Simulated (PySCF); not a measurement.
Precursor series Ti Cl-F. Gas-phase values, no solvent.

Computed with TPSSh-D3(BJ)/def2-TZVP // TPSS-D3(BJ)/def2-SVP (PySCF). All candidates: neutral, multiplicity 1. 

The LUMO is -4.31 eV. The HOMO–LUMO gap comes out as 4.61 eV and the HOMO is -8.92 eV.

Question: Identify which member has these values.
(A) [Ti(Cl)4]
(B) [Ti(F)4]
(C) [Ti(Cl)(F)3]
(D) [Ti(Cl)2(F)2]

Answer: A, [Ti(Cl)4]. The others give [Ti(Cl)2(F)2]: -4.16 eV, 4.96 eV, -9.12 eV; [Ti(F)4]: -3.71 eV, 7.67 eV, -11.38 eV; [Ti(Cl)(F)3]: -3.95 eV, 5.45 eV, -9.40 eV
